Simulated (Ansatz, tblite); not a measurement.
Removing and adding an electron: `c1sc(-c2sc(-c3sc(-c4sc(-c5sc(-c6sc(-c7scc8c7OCCO8)c7c6OCCO7)c6c5OCCO6)c5c4OCCO5)c4c3OCCO4)c3c2OCCO3)c2c1OCCO2`. The state is a singlet with charge 0. Geometry: r2SCAN-D4/def2-SVP. Ansatz, gas phase; energy differences of separate SCF runs; the oxidised species was run as a doublet alone; the reduced species was run as a doublet alone.

```xyz
93

C    -9.950    4.781    1.295
S    -8.786    3.955    0.325
C    -7.654    5.286    0.392
C    -6.369    5.222   -0.252
S    -5.406    3.762   -0.243
C    -4.092    4.514   -1.122
C    -2.909    3.782   -1.478
S    -2.193    2.614   -0.390
C    -0.924    2.198   -1.522
C     0.039    1.183   -1.210
S    -0.412   -0.215   -0.253
C     1.215   -0.870   -0.286
C     1.571   -2.088    0.370
S     3.196   -2.747    0.344
C     2.741   -4.139    1.310
C     3.700   -5.151    1.638
S     4.980   -5.577    0.517
C     5.671   -6.754    1.616
C     6.829   -7.532    1.291
S     7.496   -8.746    2.366
C     8.748   -9.165    1.250
C     8.666   -8.413    0.101
C     7.580   -7.489    0.123
O     7.308   -6.647   -0.911
C     7.960   -7.048   -2.112
C     9.411   -7.397   -1.837
O     9.508   -8.518   -0.964
C     4.910   -6.807    2.778
C     3.812   -5.905    2.800
O     3.006   -5.769    3.885
C     3.569   -6.356    5.052
C     4.130   -7.731    4.747
O     5.206   -7.633    3.818
C     1.392   -4.072    1.640
C     0.746   -2.919    1.122
O    -0.574   -2.662    1.320
C    -1.129   -3.469    2.355
C    -0.689   -4.910    2.190
O     0.722   -5.029    2.334
C     2.036   -0.033   -1.034
C     1.388    1.123   -1.543
O     2.054    2.086   -2.230
C     3.465    1.972   -2.085
C     3.911    0.533   -2.261
O     3.359   -0.285   -1.234
C    -1.049    2.967   -2.673
C    -2.163    3.856   -2.647
O    -2.499    4.632   -3.709
C    -1.435    4.747   -4.646
C    -0.833    3.386   -4.936
O    -0.248    2.833   -3.762
C    -4.403    5.840   -1.389
C    -5.692    6.229   -0.922
O    -6.203    7.467   -1.143
C    -5.190    8.414   -1.463
C    -4.241    7.854   -2.505
O    -3.560    6.709   -2.004
C    -8.194    6.324    1.139
C    -9.503    6.036    1.641
O   -10.200    6.919    2.407
C    -9.646    8.230    2.352
C    -8.139    8.181    2.509
O    -7.541    7.481    1.423
H   -10.899    4.320    1.564
H     9.482   -9.932    1.489
H     7.885   -6.201   -2.810
H     7.438   -7.921   -2.547
H     9.924   -6.525   -1.389
H     9.928   -7.676   -2.767
H     4.373   -5.707    5.451
H     2.761   -6.418    5.795
H     4.538   -8.203    5.653
H     3.334   -8.378    4.330
H    -2.222   -3.376    2.276
H    -0.804   -3.086    3.341
H    -0.999   -5.282    1.195
H    -1.138   -5.549    2.965
H     3.771    2.337   -1.085
H     3.914    2.619   -2.853
H     3.589    0.158   -3.251
H     5.004    0.444   -2.181
H    -1.865    5.188   -5.557
H    -0.657    5.426   -4.249
H    -1.618    2.706   -5.321
H    -0.030    3.461   -5.683
H    -5.704    9.310   -1.842
H    -4.629    8.683   -0.547
H    -3.468    8.591   -2.767
H    -4.804    7.583   -3.419
H   -10.108    8.802    3.169
H    -9.905    8.708    1.388
H    -7.710    9.194    2.505
H    -7.879    7.685    3.465
```

The xTB rows come from tblite. Single mean-field runs in def2-SVP are fitted with def2-universal-jkfit.

```csv
level,−HOMO (eV),vertical IE (eV),−LUMO (eV),vertical EA (eV),HOMO–LUMO gap (eV),IE − EA (eV),remarks
PBE-D4/def2-SVP,3.55,4.80,1.96,0.83,1.58,3.97,HOMO above zero (-1 doublet)
PBE0-D4/def2-SVP,4.39,5.25,1.53,0.76,2.86,4.50,HOMO above zero (-1 doublet)
```

(1) Estimate the rows for GFN1-xTB, GFN2-xTB.

Answers

(1) 
```json
{"level": "GFN1-xTB", "−HOMO (eV)": "9.53", "vertical IE (eV)": "10.78", "−LUMO (eV)": "7.97", "vertical EA (eV)": "6.73", "HOMO–LUMO gap (eV)": "1.55", "IE − EA (eV)": "4.05"}
{"level": "GFN2-xTB", "−HOMO (eV)": "9.04", "vertical IE (eV)": "10.27", "−LUMO (eV)": "7.57", "vertical EA (eV)": "6.37", "HOMO–LUMO gap (eV)": "1.47", "IE − EA (eV)": "3.90"}
```

   A HOMO above zero means that the electron is unbound at that level or that self-interaction error raises the level; the energy of removing that electron tells which. Raw xTB energy differences between charge states are shifted by several eV; the methods need an empirical correction for them. Sets without diffuse functions give affinities that are too small.
